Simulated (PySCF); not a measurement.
# YbF3(NH3) at several levels of theory

Computed with PySCF 2.14.0 (density fitting, no spin-orbit coupling) at the geometry relaxed with PBE0:

```xyz
8
YbF3(NH3) (singlet in the valence; each metal's 4f electrons, 13 of them, lie in its core potential, out of spins and levels)
Yb    0.0905   -0.0905    0.0905
F     1.0493    1.3644    1.0493
F    -1.3644   -1.0493    1.0493
F     1.0493   -1.0493   -1.3644
N    -1.3150    1.3150   -1.3150
H    -1.9247    1.9247   -0.7661
H    -0.7661    1.9247   -1.9247
H    -1.9247    0.7661   -1.9247
```

```csv
level,basis,state,HOMO (eV),gap (eV),charge on Yb1 (e),population of f-type functions on Yb1 (polarisation alone where 4f lies in the core),dipole about the centre of mass (D),largest force component (eV/Å)
PBE0,"Yb lcecp-1-SVP with ECP59, F def2-SVP, N def2-SVP, H def2-SVP",singlet,-9.62,8.86,1.14,0.07,5.97,0.00
PBE0,"Yb lcecp-1-TZVP with ECP59, F def2-TZVP, N def2-TZVP, H def2-TZVP",singlet,-9.79,8.80,1.61,0.09,5.95,0.22
```

In the lcecp rows the 4f levels are missing from HOMO and gap, and the state counts the valence alone.

Charges are Mulliken's, which hang on the basis. The relaxation used the grid (50, 194), these runs (75, 302) or, all-electron (x2c bases, spin-free X2C Hamiltonian), (99, 590).

Problem. A further run in the first row's basis gives HOMO (eV) -9.29, gap (eV) 8.17, charge on Yb1 (e) 1.06, population of f-type functions on Yb1 (polarisation alone where 4f lies in the core) 0.07, dipole about the centre of mass (D) 5.94, largest force component (eV/Å) 0.14. Which level was it?
A. B3LYP
B. M06-L

Solution. A. The others give HOMO -7.93 eV (M06-L).

In the first row's basis the gap widens with exact exchange: 7.3 eV for M06-L (none); 8.2 to 8.9 eV for B3LYP, PBE0 (a fixed share).

An lcecp potential fixes the number of 4f electrons, so in runs with it no electron can move into or out of that shell.
